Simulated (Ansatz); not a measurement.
## How basis sets differ on BNH2BrF (SMILES NB(F)Br)

BNH2BrF: 6 atoms, total charge 0, spin state singlet. SMILES: `NB(F)Br`. Geometry: relaxed at PBE0-D4/def2-TZVP.

```csv
atom,x (Å),y (Å),z (Å)
N,0.0514,0.7765,0.1106
B,0.0419,-0.6070,0.0352
F,0.5595,-1.3472,1.0061
Br,-0.7260,-1.5121,-1.4877
H,-0.3325,1.3629,-0.6075
H,0.4477,1.2629,0.8970
```

Each level gives the HOMO–LUMO gap (eV). The values are calculated.

| level | kind | program | value (eV) |
| --- | --- | --- | --- |
| HF/STO-3G | Hartree–Fock | Ansatz | 17.48 |
| HF/3-21G | Hartree–Fock | Ansatz | 16.37 |
| HF/6-31G** (spherical functions) | Hartree–Fock | Ansatz | 16.46 |
| HF/def2-SVP | Hartree–Fock | Ansatz | 15.83 |
| HF/def2-SVPD | Hartree–Fock | Ansatz | 13.15 |

All-electron rows without a relativistic Hamiltonian named are non-relativistic. The values span 13.15 to 17.48 eV. A Hartree–Fock LUMO above zero doesn't converge with the basis: it sinks as sets grow more diffuse. Orbital gaps aren't excitation energies.
